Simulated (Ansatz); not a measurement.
Spectroscopic constants of MnS, multiplicity 8 (not the ground state: that is measured with 2S+1 = 6). No spin–orbit coupling. Mn is treated without relativity.

Seven points along R, fitted to fifth degree in 1/R; most abundant isotopes. Runs in def2 and cc sets follow the lowest solution found near the PBE0 minimum.

The values were computed with Ansatz (Gaussian orbitals). Each number belongs to the level named beside it.

Energies at wB97X-V/def2-TZVPP:

```tsv
R (Å)	E (hartree)
2.192744	-1548.94817905
2.251689	-1548.95172506
2.305918	-1548.95339808
2.367220	-1548.95380760
2.428523	-1548.95295800
2.499257	-1548.95076236
2.581779	-1548.94697650
```

With a reduced mass of 20.2103 u, find the minimum, the force constant and the constants.

A fifth-degree polynomial in 1/R puts the minimum at r_e = 2.3544 Å with force constant 153 N/m. Then ω_e = (1/2πc)√(k/μ) = 358 cm⁻¹ and B_e = h/(8π²cμr_e²) = 0.1505 cm⁻¹; the cubic and quartic terms give α_e = 0.00076 and ω_e x_e = 1.3 cm⁻¹.

Ansatz is a quantum-chemistry and plane-wave program.
